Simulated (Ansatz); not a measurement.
Z-matrix (Å, degrees):
```
C
B 1 1.559
H 1 1.091 2 113.5
H 1 1.092 2 111.9 3 -124.2
H 1 1.098 2 108.0 3 118.9
F 2 1.334 1 118.7 3 161.9
C 2 1.567 1 124.6 3 -19.8
I 2 2.879 1 110.7 3 32.3
H 7 1.087 2 116.1 1 -159.5
H 7 1.087 2 116.4 1 -25.2
```

Charge 0, multiplicity 1. I takes the def2 core potential.

Task: List the r2SCAN/def2-TZVPP orbital energies in eV (Ansatz 0.2.0). (An estimate is asked.)

Result: Computed: Occupied: -666.32, -274.06, -272.55, -184.70, -181.75, -130.87, -130.53, -130.51, -50.62, -50.53, -50.51, -50.24, -50.24, -31.72, -19.89, -18.38, -16.73, -13.68, -11.84, -11.72, -11.43, -10.45, -10.13, -9.85, -9.29, -8.07, -6.67, -6.62. Lowest empty: -2.18, -0.26, 1.11, 2.10, 2.32, 2.64, 2.83, 3.06.
